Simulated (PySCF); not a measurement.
# Molecular orbitals of MgSe

ωB97X at R = 2.258 Å; basis Mg x2c-TZVPPall, Se x2c-TZVPPall; spin-free X2C with a Gaussian nucleus; PySCF 2.14. State: ¹Σ⁺ (singlet), closed shell. Only the outer orbitals are listed, counted within each symmetry.

| orbital | occ. | ε (eV) | on Mg (%) | main shells (%) |
| --- | --- | --- | --- | --- |
| 9σ | 2 | -54.88 | 100 | 100 Mg p |
| 4π | 2 | -54.87 | 100 | 100 Mg p |
| 4π | 2 | -54.87 | 100 | 100 Mg p |
| 10σ | 2 | -19.79 | 9 | 90 Se s |
| 11σ | 2 | -9.22 | 41 | 55 Se p, 38 Mg s |
| 5π | 2 | -7.71 | 12 | 87 Se p, 10 Mg p |
| 5π | 2 | -7.71 | 12 | 87 Se p, 10 Mg p |
| 12σ | 0 | -2.01 | 79 | 46 Mg s, 32 Mg p, 21 Se p |
| 6π | 0 | 0.80 | 94 | 81 Mg p, 13 Mg d |
| 6π | 0 | 0.80 | 94 | 81 Mg p, 13 Mg d |

Q: Which are the highest filled and the lowest empty level, where do they sit, and how wide is the gap?

A: Highest filled 5π at -7.71 eV (in %: 87 Se p, 10 Mg p); lowest empty 12σ at -2.01 eV (in %: 46 Mg s, 32 Mg p, 21 Se p); the gap at ωB97X is 5.70 eV.

- bond order (Mayer): 2.01
- ⟨S²⟩: 0.000
- charge on Mg (Mulliken, basis-dependent): 0.50
- charge on Mg (Löwdin, basis-dependent): 0.13
- dipole moment (positive dipole means Mg(−)Se(+)): -7.96 D
